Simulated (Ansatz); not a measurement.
AlH5SSn: where a starting geometry ends

The starting geometry of this gas-phase singlet was optimised with GFN2-xTB.

```xyz
8

Al    1.0235   -0.7226   -1.5693
S     2.1463    1.2551   -0.8316
Sn    1.3352   -0.0232    1.2606
H     0.7984   -0.4742   -3.0665
H     2.0142   -1.8183   -0.9396
H     1.1169    2.0733   -1.0078
H    -0.2781   -0.5759   -0.5361
H     0.5471    1.5196    1.9499
```

Problem. Predict what becomes of its bonds when it is optimised with r2SCAN-D4/def2-SVP.

Solution. A new bond forms, giving a structure with H7 bridging Al1 and Sn3, given below by its coordinates. Contacts that close: Sn3–H7 (2.48 → 1.94 Å).

The energy falls by 0.79 eV over 16 steps:

| step | E − E(last) (eV) |
| --- | --- |
| 1 | 0.792 |
| 3 | 0.325 |
| 4 | 0.204 |
| 6 | 0.083 |
| 8 | 0.012 |
| 9 | 0.005 |
| 11 | 0.000 |
| 13 | 0.000 |
| 14 | 0.000 |
| 16 | 0.000 |

Final geometry (Å):

```yaml
atoms:
  - { symbol: Al, position_ang: [1.1734, -0.6641, -1.4521] }
  - { symbol: S, position_ang: [2.4964, 1.1171, -0.6421] }
  - { symbol: Sn, position_ang: [1.0411, 0.2973, 1.4793] }
  - { symbol: H, position_ang: [0.0590, -0.1156, -2.4367] }
  - { symbol: H, position_ang: [2.1076, -1.9257, -1.6721] }
  - { symbol: H, position_ang: [1.6390, 2.0903, -1.0269] }
  - { symbol: H, position_ang: [0.4371, -0.9412, 0.1145] }
  - { symbol: H, position_ang: [-0.2500, 1.3758, 0.8958] }
```

Frequencies at the end are all real (lowest 159 cm⁻¹). Atoms past krypton carry core potentials, without spin–orbit terms. Run with Ansatz 0.2.0, 37 s on 2 threads of Arm Neoverse V1, on a shared host.
